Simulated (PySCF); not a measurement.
**Bond length, frequency and bond energy of SnSe⁺ by level of theory**

State: ²Π (doublet), unpaired electrons π ↑. Set-up: PySCF, scalar-relativistic core potentials, basis sets Sn def2-SVP with ECP28, Se def2-SVP. De refers to Sn⁺ + Se in their high-spin ground configurations, without counterpoise correction. The functionals are run spin-unrestricted. A positive dipole points towards Se; it is taken about the centre of mass and depends on that origin.

```
      Level  Re (Å)  ωe (cm⁻¹)  De (eV)  μ (D)  CPU s a point (SCF and correlation, without the integrals)
        UHF   2.505        273     1.49  -3.59                                                        0.27
    UHF-MP2   2.509        271     2.57    n/a                                                        0.48
UHF-SCS-MP2   2.515        268     2.47    n/a                                                         n/a
        PBE   2.539        252     3.31  -2.64                                                        0.98
     r²SCAN   2.515        261     3.13  -2.78                                                         1.4
      M06-L   2.532        255     3.22  -3.10                                                         1.4
       PBE0   2.508        266     3.01  -2.91                                                         1.5
     M06-2X   2.517        267     2.51  -3.43                                                         1.6
    LC-ωPBE   2.465        286     2.63  -3.11                                                         1.4
     B2PLYP   2.524        260     2.86  -3.25                                                         2.2
```

The bond length runs from 2.465 Å (LC-ωPBE) to 2.539 Å (PBE). De spans 1.49 eV (UHF, mean field) to 3.31 eV (PBE, GGA).

Correlated steps freeze 13 core orbitals. Correlated levels converge slowly with the basis: in double zeta they bind strong bonds too weakly, by up to about 1 eV, and carry superposition errors of some tenths. These are scalar-relativistic numbers at best; spin–orbit coupling would shift them, the dissociation energy most. For an ion De counts to the pair picked by the measured ionisation energies or electron affinities, which need not be the lowest pair at this level. B2PLYP dipoles, levels and charges come from its SCF part alone. The state was picked by a PBE0 search and need not be the measured ground state.

The whole job (state search and all levels along the bond) took about 3.3 min on 1 thread of Arm Neoverse V1 (shared host), peak memory 0.84 GiB.
